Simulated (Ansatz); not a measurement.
Compare A (`C[SiH](F)CN`) with its isomer B (`CC[SiH](N)F`).

Calculated with Ansatz (gas phase, PBE0-D4/def2-TZVP geometries, no zero-point term in ΔE). CCSD(T)/CBS adds triple-zeta CCSD(T) − MP2 to the extrapolated MP2 energy (def2 sets, frozen cores). Functionals use def2-TZVPP. B3LYP here is the variant with VWN-RPA as its local correlation; programs differ in this. One conformer a species, not always the lowest.

**Question.** Which isomer does CCSD(T)/CBS put lower? Give the gap. (Best estimate.)

**Answer.** Computed: B, by 25.8 kcal/mol.

**Question.** Give E(B) − E(A) in kcal/mol with MP2/def2-TZVPP, CCSD/def2-TZVPP, CCSD(T)/def2-TZVPP, B3LYP, B3LYP-D4, PBE0-D4, r2SCAN-D4. (Best estimate.)

**Answer.** The calculation gave: MP2/def2-TZVPP -26.5, CCSD/def2-TZVPP -25.7, CCSD(T)/def2-TZVPP -25.5, B3LYP -25.0, B3LYP-D4 -25.0, PBE0-D4 -24.4, r2SCAN-D4 -25.2. None reverses the order clearly.

Largest T1 diagnostic: 0.010.

From PBE to PBE0 (25 % exact exchange), in def2-TZVPP and without D4, E(B) − E(A) moves by −0.9 kcal/mol.
